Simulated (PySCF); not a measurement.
Compound: PtF₆ (triplet state).
Cartesian coordinates in Å at the PBE0-D3(BJ)/def2-SVP level; atoms count from 1:
```xyz
7
PtF6 angstrom
Pt    -0.0001    0.0001    0.0000
F     -0.0109   -0.0077    1.8392
F      0.0114    0.0071   -1.8392
F      1.8612    0.0035    0.0131
F     -1.8614   -0.0032   -0.0125
F     -0.0032    1.8615    0.0050
F      0.0030   -1.8612   -0.0058
```

Method used: PySCF 2.14.0, PBE0-D3(BJ)/def2-SVP geometry optimisation, gas phase, def2 core potentials past Kr.

Which atoms are bound to Pt1, and at what distances?

6 atoms: F3 1.839 Å, F2 1.839 Å, F7 1.861 Å, F6 1.861 Å, F5 1.861 Å, F4 1.861 Å.

List the angles at Pt1.

| angle | degrees | distance of the outer atoms (Å) |
| --- | --- | --- |
| F4–Pt1–F5 | 180.0 | 3.72 |
| F6–Pt1–F7 | 180.0 | 3.72 |
| F2–Pt1–F3 | 180.0 | 3.68 |
| F2–Pt1–F6 | 90.1 | 2.62 |
| F2–Pt1–F5 | 90.0 | 2.62 |
| F3–Pt1–F4 | 90.0 | 2.62 |
| F3–Pt1–F7 | 90.0 | 2.62 |
| F5–Pt1–F6 | 90.0 | 2.63 |
| F4–Pt1–F7 | 90.0 | 2.63 |
| F4–Pt1–F6 | 90.0 | 2.63 |
| F5–Pt1–F7 | 90.0 | 2.63 |
| F3–Pt1–F5 | 90.0 | 2.62 |
| F3–Pt1–F6 | 89.9 | 2.62 |
| F2–Pt1–F7 | 89.9 | 2.62 |
| F2–Pt1–F4 | 89.9 | 2.62 |

What is the shape at Pt1?

Octahedral: the three widest angles are 180.0°, 180.0° and 180.0°, the others run from 89.9° to 90.1°. The Pt–F distances aren't all alike: 1.839 to 1.861 Å.

Point group: D4h (every atom within 0.08 Å of its image). Charge 0, triplet. ⟨S²⟩ = 2.004 (exact for a triplet: 2.00). PBE0-D3(BJ)/def2-SVP frequencies: not computed here.

Caution for open-shell metal species: one SCF solution and one stationary point were followed, and a lower state or a bent or distorted shape isn't ruled out.
